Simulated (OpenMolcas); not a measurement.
# Ag⁷⁺: effect of the IPEA shift

- Program: OpenMolcas
- Basis: ANO-RCC-VTZP [7s6p4d2f1g]
- Scalar Hamiltonian: DKH2, point nucleus
- Active space: 4 electrons in 5 orbitals (4d)
- State averaging: 2S+1 = 5 even, 5 roots; 2S+1 = 3 even, 45 roots kept (CI in the orbitals of an earlier block); 2S+1 = 1 even, 50 roots kept (CI in the orbitals of an earlier block)
- Spin-orbit coupling: RASSI with atomic mean-field integrals over the reference wave functions, term energies averaged over their components

Methods on the same reference wave functions:
A. CASSCF
B. MS-CASPT2, IPEA 0 Eh, imaginary shift 0.1 Eh (closed shells correlated: 4s 4p)
C. MS-CASPT2, IPEA 0.25 Eh, imaginary shift 0.1 Eh (closed shells correlated: 4s 4p)

Energies in eV above 4d⁴ ⁵D₀, the measured ground level; measured values from Atoms 5, 11 (2017), spectra Ag VII to Ag IX.

```json
{"Level": "4d⁴ ⁵D₀", "A": "0.0000", "B": "0.0000", "C": "0.0000", "Measured": "0.0000"}
{"Level": "4d⁴ ⁵D₁", "A": "0.1428", "B": "0.1585", "C": "0.1563", "Measured": "0.1661"}
{"Level": "4d⁴ ⁵D₂", "A": "0.3600", "B": "0.385", "C": "0.381", "Measured": "0.3982"}
{"Level": "4d⁴ ⁵D₃", "A": "0.6123", "B": "0.636", "C": "0.633", "Measured": "0.6561"}
{"Level": "4d⁴ ⁵D₄", "A": "0.8821", "B": "0.899", "C": "0.897", "Measured": "0.9228"}
{"Level": "4d⁴ ³P₀(1)", "A": "3.1035", "B": "2.648", "C": "2.704", "Measured": "2.6420"}
{"Level": "4d⁴ ³H₄ [68 %]", "A": "3.2496", "B": "2.978", "C": "3.018", "Measured": "2.8891"}
{"Level": "4d⁴ ³H₅", "A": "3.5691", "B": "3.332", "C": "3.372", "Measured": "3.2546"}
{"Level": "4d⁴ ³P₁(1)", "A": "3.7213", "B": "3.275", "C": "3.335", "Measured": "3.2888"}
{"Level": "4d⁴ ³H₆", "A": "3.7921", "B": "3.574", "C": "3.612", "Measured": "3.4945"}
{"Level": "4d⁴ ³F₂(1)", "A": "3.9453", "B": "3.514", "C": "3.571", "Measured": "3.4779"}
{"Level": "4d⁴ ³F₄(1) [54 %]", "A": "4.0738", "B": "3.704", "C": "3.757", "Measured": ""}
{"Level": "4d⁴ ³P₂(1)", "A": "4.4839", "B": "3.989", "C": "4.056", "Measured": "3.9841"}
{"Level": "4d⁴ ³F₃(1) [50 %]", "A": "4.5554", "B": "4.128", "C": "4.186", "Measured": ""}
{"Level": "4d⁴ ³G₄ [61 %]", "A": "4.5840", "B": "4.144", "C": "4.195", "Measured": "4.0540"}
{"Level": "4d⁴ ³G₅", "A": "4.8102", "B": "4.424", "C": "4.470", "Measured": "4.3490"}
{"Level": "4d⁴ ¹I₆", "A": "5.3720", "B": "5.075", "C": "5.101", "Measured": "4.9276"}
{"Level": "4d⁴ ³D₃", "A": "5.3937", "B": "4.677", "C": "4.744", "Measured": "4.5724"}
{"Level": "4d⁴ ³D₂ [69 %]", "A": "5.4976", "B": "4.836", "C": "4.895", "Measured": "4.7612"}
{"Level": "4d⁴ ³D₁", "A": "5.6476", "B": "4.942", "C": "5.009", "Measured": "4.8591"}
{"Level": "4d⁴ ¹G₄(1) [73 %]", "A": "5.9447", "B": "5.446", "C": "5.492", "Measured": "5.3442"}
{"Level": "4d⁴ ¹S₀(1)", "A": "6.5405", "B": "5.654", "C": "5.739", "Measured": ""}
{"Level": "4d⁴ ¹D₂(1)", "A": "6.8268", "B": "6.191", "C": "6.228", "Measured": ""}
{"Level": "4d⁴ ¹F₃", "A": "7.4759", "B": "6.652", "C": "6.696", "Measured": "6.4477"}
```

Deviations, from unrounded energies. A percentage is the sum of absolute deviations over the sum of measured energies, with the sign that they share, or ± where signs differ.

```csv
Against measurement,Levels,A,B,C
mean absolute deviation (cm-1),19,3600,530,850
fine structure of the ground term (%),4,-6.8,-3.0,-3.5
other terms of the ground configuration (%),15,+13.2,±1.9,+3.1
```

B lies closest to measurement on these levels and A furthest from it. The largest miss of B in the table is 4d⁴ ¹F₃, by +1700 cm-1. The ranking rests on the paired levels alone, and a cruder setting can come out closer through cancelling errors.

Between B and C the level of the table that moves most is 4d⁴ ¹S₀(1), by 690 cm-1 (lowest in B, highest in C). Moves below CASPT2's spread within the term are not significant.

The mean deviations of B to C differ by less than CASPT2's widest spread within a term (1000 cm-1), so their order carries little weight.

From A to B the spin-free energies of the other terms of 4d⁴ shown, above ⁵D, scale by factors of 0.83 to 0.93, as is usual when dynamic correlation screens the repulsion within a d or f shell.

The lowest spin-free term lies below A's lowest term by 0.302 hartree in B, 0.295 hartree in C.

CASPT2 breaks the degeneracy within a term, and the mean is taken; among the terms shown or strongly mixed into the levels shown the widest spread is 1000 cm-1 (4d⁴ ¹I, C). Terms from blocks run as CI alone lack orbitals of their own. Without dynamic correlation excited terms often stand tens of per cent too high (terms of higher spin than the ground term too low), and those without a measured partner can miss by more than the paired ones (holds for A). Some levels mix across a computed gap that differs much from the measured one, so their mixing is not that of the real levels (holds for A). The CASPT2 spread within a term exceeds the gap to the next term for 4d⁴ ³D and 4d⁴ ¹I, 4d⁴ ¹I and 4d⁴ ¹G(1), so the order of their levels is uncertain (holds for C). Computed and measured levels are paired by configuration, term and J; levels that our copy of the source lacks, or whose pairing is in doubt (as where it misses far off the trend of its configuration), stay unpaired and out of the deviations. Only configurations of the active space appear. Levels that lie high or do not pair safely by name in every column are left out.

A share in square brackets marks a mixed level and gives the weight of the term that names it, the lowest over the columns. A number in round brackets counts repeated terms of one configuration in the order of the reference energies.
